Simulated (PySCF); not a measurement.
Predicted microwave data (PySCF 2.14.0, PBE0-D3(BJ)/def2-SVP geometry optimisation, gas phase) for one isomer of C6H13S (doublet):

| Item | Value |
| --- | --- |
| Rotational constants | A = 3627, B = 1195, C = 980.9 MHz |
| Dipole components | \|μa\| = 0.60 D, \|μb\| = 0.62 D, \|μc\| = 0.88 D |
| Inertial defect | -47.12 u·Å² |
| κ | -0.84 |

Problem. Which candidate fits, each taken in the one conformer that was computed?
A. `[CH2:1][CH2:2][S:3][C@H:4]([CH3:5])[CH2:6][CH3:7]` (doublet state) with H–C1–C2–S3 -71° and 97°, C1–C2–S3–C4 -61°, C2–S3–C4–C5 -65°, S3–C4–C6–C7 -175°
B. `[CH3:1][CH:2][S:3][C@H:4]([CH3:5])[CH2:6][CH3:7]` (doublet state) with C1–C2–S3–C4 171°, C2–S3–C4–C5 -72°, S3–C4–C6–C7 -65°

Solution. B. It is C[CH]S[C@H](C)CC, an asymmetric top, point group C1. The candidates at the same level (rigid rotor, commonest isotopes):

```csv
SMILES,A (MHz),B (MHz),C (MHz),μa (D),μb (D),μc (D),Δ (u·Å²),point group,rotor
[CH2]CS[C@H](C)CC,3740,1141,1082,0.31,1.36,0.25,-111.17,C1,near-prolate asymmetric top
C[CH]S[C@H](C)CC,3627,1195,980.9,0.60,0.62,0.88,-47.12,C1,asymmetric top
```

`[CH2]CS[C@H](C)CC` has C 10 % too high. No structure here is proved a minimum.
